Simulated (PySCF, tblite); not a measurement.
C5H9NO2Si.
Z-matrix (Å and degrees, GFN2-xTB geometry), rows numbered from 1:
```
C 
C   1  1.3195
O   2  1.3449  1  126.17
Si  3  1.6293  2  131.70  1     0.44
C   4  1.9035  3  100.85  2  -179.51
C   5  1.4912  4  106.24  3   176.47
O   6  1.2100  5  124.34  4    80.15
N   6  1.3703  5  112.12  4   -90.10
C   8  1.2468  6  132.39  5  -109.59
H   1  1.0748  2  121.27  3    -0.09
H   1  1.0732  2  120.88  3   179.95
H   2  1.0841  1  122.18  3  -179.87
H   4  1.4609  3  111.67  2    62.21
H   4  1.4650  3  111.20  2   -62.29
H   5  1.0880  4  111.22  3    55.34
H   5  1.0878  4  109.81  3   -66.10
H   9  1.0912  8  124.35  6     2.73
H   9  1.0832  8  118.49  6  -178.14
```

Computed with PBE0/pcSseg-1 in PySCF (dipole) on a GFN2-xTB geometry, gas phase.

Masses are those of the commonest isotopes; rigid-rotor values at the optimised geometry. The values belong to one conformer with, in the numbering `[CH2:1]=[CH:2][O:3][SiH2:4][CH2:5][C:6](=[O:7])[N:8]=[CH2:9]`, C1–C2–O3–Si4 0°, C2–O3–Si4–C5 180°, O3–Si4–C5–C6 176°, Si4–C5–C6–O7 80°, C5–C6–N8–C9 -110°.

Task: What are A, B and C (cm⁻¹)?

Result: Ia = 128.53, Ib = 897.29, Ic = 935.81 u·Å²; 505379 MHz·u·Å²/I gives 3932, 563.2 and 540.0 MHz, that is A = 0.13116, B = 0.01879, C = 0.01801 cm⁻¹.

Task: What kind of rotor is it?

Result: A near-prolate asymmetric top; Ray's κ = -0.986.

Task: Is it planar, by Δ = Ic − Ia − Ib?

Result: Not planar: Δ = Ic − Ia − Ib = -90.01 u·Å². For a rigid frame Δ = −2 Σ m c², so Σ m c² = 45.01 u·Å² lies off the ab plane: 13.57 from hydrogen and 31.44 from heavier atoms. The atom farthest from that plane is 1.70 Å away.

Task: Give the other two planar moments, Paa and Pbb, and the rms extents of the mass along the axes.

Result: Paa = Σ m a² = (Ib + Ic − Ia)/2 = 852.28 and Pbb = Σ m b² = (Ia + Ic − Ib)/2 = 83.52 u·Å². With the mass M = 143.04 u, the rms extents √(P/M) along a, b and c are 2.44, 0.76, 0.56 Å.

Task: Give the coordinates in the principal-axis frame, origin at the centre of mass.

Result: The sense of each axis is arbitrary; atoms in the order of the calculation.
```
atom  mass (u)   a (Å)   b (Å)   c (Å)
  C1    12.000   3.919  -0.153   0.763
  C2    12.000   3.322  -0.352  -0.396
  O3    15.995   2.008  -0.209  -0.647
 Si4    27.977   0.765   0.236   0.307
  C5    12.000  -0.686   0.128  -0.921
  C6    12.000  -1.918   0.433  -0.139
  O7    15.995  -2.283   1.549   0.153
  N8    14.003  -2.481  -0.695   0.398
  C9    12.000  -3.530  -1.317   0.137
 H10     1.008   3.365   0.155   1.631
 H11     1.008   4.978  -0.292   0.869
 H12     1.008   3.867  -0.662  -1.281
 H13     1.008   0.932   1.596   0.812
 H14     1.008   0.577  -0.712   1.408
 H15     1.008  -0.743  -0.858  -1.377
 H16     1.008  -0.568   0.882  -1.697
 H17     1.008  -4.217  -1.055  -0.669
 H18     1.008  -3.778  -2.185   0.735
```

Task: Predict some low-J microwave lines.

Result: The dipole components are |μa| = 0.20 D, |μb| = 2.95 D, |μc| = 1.24 D. Intensities carry the squares of the components, which stand as 0.00 : 1.00 : 0.17 (a : b : c). Some lines, for components of 0.1 D or more:

```json
{"type": "a", "branch": "R", "J(Ka,Kc)": "1(0,1) ← 0(0,0)", "MHz": "1103", "lower level (cm⁻¹)": "0.000"}
{"type": "b", "branch": "Q", "J(Ka,Kc)": "1(1,0) ← 1(0,1)", "MHz": "3392", "lower level (cm⁻¹)": "0.037"}
{"type": "b", "branch": "Q", "J(Ka,Kc)": "2(1,1) ← 2(0,2)", "MHz": "3415", "lower level (cm⁻¹)": "0.110"}
{"type": "b", "branch": "R", "J(Ka,Kc)": "1(1,1) ← 0(0,0)", "MHz": "4472", "lower level (cm⁻¹)": "0.000"}
{"type": "c", "branch": "R", "J(Ka,Kc)": "1(1,0) ← 0(0,0)", "MHz": "4495", "lower level (cm⁻¹)": "0.000"}
{"type": "b", "branch": "R", "J(Ka,Kc)": "2(1,2) ← 1(0,1)", "MHz": "5552", "lower level (cm⁻¹)": "0.037"}
{"type": "b", "branch": "Q", "J(Ka,Kc)": "2(2,1) ← 2(1,2)", "MHz": "10176", "lower level (cm⁻¹)": "0.222"}
{"type": "b", "branch": "R", "J(Ka,Kc)": "2(2,1) ← 1(1,0)", "MHz": "12336", "lower level (cm⁻¹)": "0.150"}
{"type": "c", "branch": "R", "J(Ka,Kc)": "2(2,0) ← 1(1,0)", "MHz": "12336", "lower level (cm⁻¹)": "0.150"}
{"type": "b", "branch": "R", "J(Ka,Kc)": "2(2,0) ← 1(1,1)", "MHz": "12360", "lower level (cm⁻¹)": "0.149"}
```

Task: Estimate the classical rotational partition function at 25 K, 50 K and 100 K.

Result: Point group C1, symmetry number σ = 1; q = (√π/σ)·√((kT/h)³/(ABC)), k/h = 20836.6 MHz/K: 19300 at 25 K, 54500 at 50 K, 154000 at 100 K.

Its GFN2-xTB frequencies are all real (lowest 31 cm⁻¹). Constants of a rigid frame at the computed geometry: no zero-point averaging, no centrifugal distortion. Quadrupole hyperfine structure (14N) is left out.

Hardware: one thread, Arm Neoverse N1 (aarch64), no GPU, shared host. Cost: 68 s, 0.85 GiB resident at most. This is the PBE0/pcSseg-1 job that gave the dipole, with the shieldings it also computed.
